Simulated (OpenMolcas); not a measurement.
**Mn2+: ligand-field states by method**

Mn2+ with 6 ligands (chloride) in octahedral coordination (Oh) at 2.59 Å. A charge of +0.667 e stands 3.2 Å behind each ligand. Ligand basis ANO-RCC-VDZP.

```
Program             : OpenMolcas
Basis               : ANO-RCC-VDZP [5s4p2d1f]
Scalar Hamiltonian  : DKH2, point nucleus
Active space        : 5 electrons in 5 orbitals (3d)
State averaging     : 2S+1 = 6 even, 1 root; 2S+1 = 4 even, 24 roots; 2S+1 = 2 even, 75 roots
Spin-orbit coupling : state interaction with AMFI integrals over the reference wave functions
```

I. CASSCF
II. SS-CASPT2, IPEA 0.25 Eh, imaginary shift 0.1 Eh (closed shells correlated: 3s 3p and the ligand valence shells)

Spin-free states (labels of O, the rotations of Oh) in cm-1, each column counted from its own energy of the first state listed:

```csv
State,Degeneracy,I,II
6A1,1,0,0
4T1,3,29054,25470
4T2,3,30701,26630
4A1,1,31046,27300
4E,2,31047,27160
4T1,3,37650,33790
4T2,3,37957,31780
4E,2,38594,32550
2T2,3,41274,36170
2A2,1,42607,37420
2T1,3,42755,37920
2T2,3,43303,38070
2E,2,43760,39040
2A1,1,44072,39520
2T2,3,47425,39800
2E,2,48917,40870
2T1,3,50396,42320
4A2,1,51964,43980
2T2,3,51969,44680
4T1,3,52011,44680
```

From I to II, I's first state of another spin (4T1) moves from 29054 to 25470 cm-1, by about -3600 cm-1.

I: A least-squares ligand-field fit to the states below 45000 cm-1, each weighted by its degeneracy and with a free common offset, gives 10Dq = 3978 cm-1, B = 1083 cm-1 and C = 4016 cm-1 (C/B = 3.71), with an rms deviation of 32 cm-1. The same method and metal basis give the free ion B = 1108 cm-1 (fit to its terms below 60000 cm-1, rms deviation 53 cm-1), so the nephelauxetic ratio is β = 1083 / 1108 = 0.98; it hangs on how both fits weigh the states, and computed free-ion B values tend to be too large, so β mixes covalency with correlation.

χT at 300 K: I 4.39, II 4.39 cm3 K/mol.

Roots that are degenerate in the reference are averaged as groups; the widest CASPT2 spread within a group is 51 cm-1 (the 3-fold group of multiplicity 2 near 53400 cm-1 above the lowest state of its run, II). Shifts and gaps below about the spread of the groups concerned are not significant. Over all roots computed the reference weight is 0.67 to 0.68 in II; a low but even weight reflects the number of correlated electrons. Ligand-to-metal charge-transfer states are missing. With no ligand orbital active B as a rule stays too high, so bands that hang on it stand too high and its fall with covalency is understated. Without dynamic correlation the repulsion within the d shell is too large (B by tens of per cent), so at a given field states of lower spin stand too high (holds for I). With metal d orbitals alone and no dynamic correlation the field as a rule comes out too small, by tens of per cent, by up to half for chloride and softer ligands (holds for I). These CASPT2 states fit no ligand-field parameters well, so their order and spin gaps are uncertain (holds for II). With one d shell and no ligand orbital active, 10Dq can be off by tens of per cent for divalent 3d ions, low with halides held by bare charges and at times high in hosts (holds for II). Free-ion shares, where given, are those of the reference states; single-state CASPT2 does not remix them (holds for II). No measured value stands beside these numbers; the geometry is a model, was not optimised and need not be the one that this ion takes.
